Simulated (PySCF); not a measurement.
B3LYP has the VWN-RPA correlation part, as in Gaussian. 

**[Zr(CH3)4] (charge 0, multiplicity 1)**

The numbers are results of B3LYP-D3(BJ)/def2-TZVP // TPSS-D3(BJ)/def2-SVP (PySCF), not measurements.

```json
{
 "HOMO": "-7.19 eV",
 "dipole_moment": "0.00 D",
 "LUMO": "-1.08 eV",
 "HOMO–LUMO gap": "6.11 eV",
 "charge on the central atom (Mulliken)": "1.51 e",
 "total_energy": "-206.8049 Ha",
 "cost": "very roughly 80 core-seconds"
}
```

Bonded distances (Å): Zr1–C2 2.233, Zr1–C6 2.233, Zr1–C10 2.233, Zr1–C14 2.233, C2–H3 1.110, C2–H4 1.110, C2–H5 1.110, C6–H7 1.110, C6–H8 1.110, C6–H9 1.110, C10–H11 1.110, C10–H12 1.110, C10–H13 1.110, C14–H15 1.110, C14–H16 1.110, C14–H17 1.110. Angles (°): C2–Zr1–C6 109.5, C2–Zr1–C10 109.5, C2–Zr1–C14 109.5, C6–Zr1–C10 109.5, C6–Zr1–C14 109.4, C10–Zr1–C14 109.5, Zr1–C2–H3 111.4, Zr1–C2–H4 111.4, Zr1–C2–H5 111.4, H3–C2–H4 107.5, H3–C2–H5 107.5, H4–C2–H5 107.5, Zr1–C6–H7 111.4, Zr1–C6–H8 111.5, Zr1–C6–H9 111.3, H7–C6–H8 107.5, H7–C6–H9 107.5, H8–C6–H9 107.5, Zr1–C10–H11 111.5, Zr1–C10–H12 111.4, Zr1–C10–H13 111.4, H11–C10–H12 107.5, H11–C10–H13 107.5, H12–C10–H13 107.5, Zr1–C14–H15 111.3, Zr1–C14–H16 111.5, Zr1–C14–H17 111.4, H15–C14–H16 107.5, H15–C14–H17 107.5, H16–C14–H17 107.5.
Charge 0, spin multiplicity 1.
